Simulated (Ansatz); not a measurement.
Conformers of `CC[Si]N`, each relaxed with PBE0-D4/def2-TZVP in Ansatz. CBS adds the triple-zeta coupled-cluster correction to the MP2 limit.

Not all of them had a frequency check.

Conformer A:

Z-matrix (Å, degrees):
```
C
C 1 1.532
H 1 1.093 2 111.5
H 1 1.095 2 111.6 3 -119.6
H 1 1.093 2 111.8 3 120.4
Si 2 1.913 1 109.7 3 64.6
H 2 1.095 1 109.4 3 -176.1
H 2 1.096 1 110.4 3 -58.8
N 6 1.709 2 98.3 1 -91.4
H 9 1.010 6 125.9 2 -3.0
H 9 1.008 6 122.0 2 176.8
```

Conformer B:

Cartesian coordinates in Å:
```
C 0.544 1.676 -0.385
C -0.197 0.406 0.018
Si 0.851 -1.189 -0.118
N -0.341 -2.302 0.393
H -0.083 2.567 -0.293
H 0.888 1.625 -1.422
H 1.431 1.834 0.235
H -0.555 0.481 1.054
H -1.096 0.271 -0.600
H -1.289 -2.080 0.664
H -0.152 -3.289 0.455
```

Conformer C:

```xyz
11

C    -0.294    0.700   -0.958
C    -1.079    0.053    0.171
Si   -0.197   -0.997    1.505
N     1.417   -0.879    0.960
H     0.229   -0.046   -1.564
H    -0.939    1.266   -1.637
H     0.457    1.400   -0.577
H    -1.865   -0.603   -0.231
H    -1.642    0.812    0.735
H     2.173   -1.332    1.449
H     1.740   -0.374    0.147
```

(1) Which is lowest in electronic energy at CCSD(T)/CBS (frozen core, def2 sets), and by how much? (An estimate is asked.)

(2) Give the energies relative to C (kJ/mol) with PBE0-D4/def2-TZVPP, ωB97M-V/def2-TZVPP, B2PLYP/def2-TZVPP, PBE0/def2-TZVPP, MP2/def2-TZVPP, MP2/def2-QZVPP, HF/CBS(def2). (An estimate is asked.)

Results:

(1) The calculation gave: C; A lies 3.2 kJ/mol higher, B lies 1.9 kJ/mol higher. Gaps under about 2 kJ/mol don't settle the order.

(2) Ansatz gave: 
| level | A | B |
| --- | --- | --- |
| PBE0-D4/def2-TZVPP | 3.5 | 2.1 |
| ωB97M-V/def2-TZVPP | 3.3 | 1.6 |
| B2PLYP/def2-TZVPP | 2.5 | 0.8 |
| PBE0/def2-TZVPP | 3.2 | 1.1 |
| MP2/def2-TZVPP | 2.8 | 2.0 |
| MP2/def2-QZVPP | 3.0 | 2.1 |
| HF/CBS(def2) | 0.9 | -2.6 |
